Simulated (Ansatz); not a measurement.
The cluster AgBr2⁻. Total charge -1; singlet. Geometry PBE-D4/def2-TZVPD.

```csv
atom,x (Å),y (Å),z (Å)
Ag1,0.000,0.000,0.000
Br2,0.382,-0.209,2.431
Br3,-0.383,0.209,-2.431
```

In the def2 sets Ag takes a core potential; there is no spin–orbit coupling. The structure comes from a short search, and lower isomers may exist.

Q: Estimate the orbital energies around the gap (eV) in Ansatz with LDA (SPW92)/def2-TZVPD, PBE-D4/def2-SVPD, PBE-D4/def2-TZVPD, revPBE-D4/def2-TZVPD, PBE0-D4/def2-TZVPD.

A: 
```json
{"orbital": "HOMO−13", "LDA (SPW92)/def2-TZVPD": "-55.75", "PBE-D4/def2-SVPD": "-55.68", "PBE-D4/def2-TZVPD": "-55.71", "revPBE-D4/def2-TZVPD": "-55.66", "PBE0-D4/def2-TZVPD": "-59.96"}
{"orbital": "HOMO−12", "LDA (SPW92)/def2-TZVPD": "-13.98", "PBE-D4/def2-SVPD": "-13.77", "PBE-D4/def2-TZVPD": "-13.74", "revPBE-D4/def2-TZVPD": "-13.65", "PBE0-D4/def2-TZVPD": "-15.90"}
{"orbital": "HOMO−11", "LDA (SPW92)/def2-TZVPD": "-13.83", "PBE-D4/def2-SVPD": "-13.62", "PBE-D4/def2-TZVPD": "-13.59", "revPBE-D4/def2-TZVPD": "-13.50", "PBE0-D4/def2-TZVPD": "-15.73"}
{"orbital": "HOMO−10", "LDA (SPW92)/def2-TZVPD": "-5.27", "PBE-D4/def2-SVPD": "-5.04", "PBE-D4/def2-TZVPD": "-5.00", "revPBE-D4/def2-TZVPD": "-4.91", "PBE0-D4/def2-TZVPD": "-6.53"}
{"orbital": "HOMO−9", "LDA (SPW92)/def2-TZVPD": "-4.14", "PBE-D4/def2-SVPD": "-3.94", "PBE-D4/def2-TZVPD": "-3.90", "revPBE-D4/def2-TZVPD": "-3.82", "PBE0-D4/def2-TZVPD": "-5.68"}
{"orbital": "HOMO−8", "LDA (SPW92)/def2-TZVPD": "-4.14", "PBE-D4/def2-SVPD": "-3.94", "PBE-D4/def2-TZVPD": "-3.90", "revPBE-D4/def2-TZVPD": "-3.82", "PBE0-D4/def2-TZVPD": "-5.68"}
{"orbital": "HOMO−7", "LDA (SPW92)/def2-TZVPD": "-3.47", "PBE-D4/def2-SVPD": "-3.31", "PBE-D4/def2-TZVPD": "-3.26", "revPBE-D4/def2-TZVPD": "-3.19", "PBE0-D4/def2-TZVPD": "-5.14"}
{"orbital": "HOMO−6", "LDA (SPW92)/def2-TZVPD": "-3.47", "PBE-D4/def2-SVPD": "-3.31", "PBE-D4/def2-TZVPD": "-3.26", "revPBE-D4/def2-TZVPD": "-3.19", "PBE0-D4/def2-TZVPD": "-5.14"}
{"orbital": "HOMO−5", "LDA (SPW92)/def2-TZVPD": "-3.13", "PBE-D4/def2-SVPD": "-2.94", "PBE-D4/def2-TZVPD": "-2.90", "revPBE-D4/def2-TZVPD": "-2.83", "PBE0-D4/def2-TZVPD": "-3.99"}
{"orbital": "HOMO−4", "LDA (SPW92)/def2-TZVPD": "-2.52", "PBE-D4/def2-SVPD": "-2.34", "PBE-D4/def2-TZVPD": "-2.33", "revPBE-D4/def2-TZVPD": "-2.27", "PBE0-D4/def2-TZVPD": "-3.52"}
{"orbital": "HOMO−3", "LDA (SPW92)/def2-TZVPD": "-2.52", "PBE-D4/def2-SVPD": "-2.34", "PBE-D4/def2-TZVPD": "-2.33", "revPBE-D4/def2-TZVPD": "-2.27", "PBE0-D4/def2-TZVPD": "-3.52"}
{"orbital": "HOMO−2", "LDA (SPW92)/def2-TZVPD": "-2.40", "PBE-D4/def2-SVPD": "-2.17", "PBE-D4/def2-TZVPD": "-2.15", "revPBE-D4/def2-TZVPD": "-2.06", "PBE0-D4/def2-TZVPD": "-3.38"}
{"orbital": "HOMO−1", "LDA (SPW92)/def2-TZVPD": "-1.88", "PBE-D4/def2-SVPD": "-1.72", "PBE-D4/def2-TZVPD": "-1.70", "revPBE-D4/def2-TZVPD": "-1.64", "PBE0-D4/def2-TZVPD": "-2.94"}
{"orbital": "HOMO", "LDA (SPW92)/def2-TZVPD": "-1.88", "PBE-D4/def2-SVPD": "-1.72", "PBE-D4/def2-TZVPD": "-1.70", "revPBE-D4/def2-TZVPD": "-1.64", "PBE0-D4/def2-TZVPD": "-2.94"}
{"orbital": "LUMO", "LDA (SPW92)/def2-TZVPD": "2.14", "PBE-D4/def2-SVPD": "2.34", "PBE-D4/def2-TZVPD": "2.35", "revPBE-D4/def2-TZVPD": "2.41", "PBE0-D4/def2-TZVPD": "3.01"}
{"orbital": "LUMO+1", "LDA (SPW92)/def2-TZVPD": "3.11", "PBE-D4/def2-SVPD": "3.36", "PBE-D4/def2-TZVPD": "3.08", "revPBE-D4/def2-TZVPD": "3.00", "PBE0-D4/def2-TZVPD": "3.45"}
{"orbital": "LUMO+2", "LDA (SPW92)/def2-TZVPD": "3.41", "PBE-D4/def2-SVPD": "3.70", "PBE-D4/def2-TZVPD": "3.46", "revPBE-D4/def2-TZVPD": "3.43", "PBE0-D4/def2-TZVPD": "3.90"}
{"orbital": "LUMO+3", "LDA (SPW92)/def2-TZVPD": "3.41", "PBE-D4/def2-SVPD": "3.70", "PBE-D4/def2-TZVPD": "3.46", "revPBE-D4/def2-TZVPD": "3.43", "PBE0-D4/def2-TZVPD": "3.90"}
{"orbital": "LUMO+4", "LDA (SPW92)/def2-TZVPD": "3.72", "PBE-D4/def2-SVPD": "4.30", "PBE-D4/def2-TZVPD": "3.72", "revPBE-D4/def2-TZVPD": "3.67", "PBE0-D4/def2-TZVPD": "4.22"}
{"orbital": "LUMO+5", "LDA (SPW92)/def2-TZVPD": "4.20", "PBE-D4/def2-SVPD": "5.10", "PBE-D4/def2-TZVPD": "4.25", "revPBE-D4/def2-TZVPD": "4.16", "PBE0-D4/def2-TZVPD": "4.64"}
```
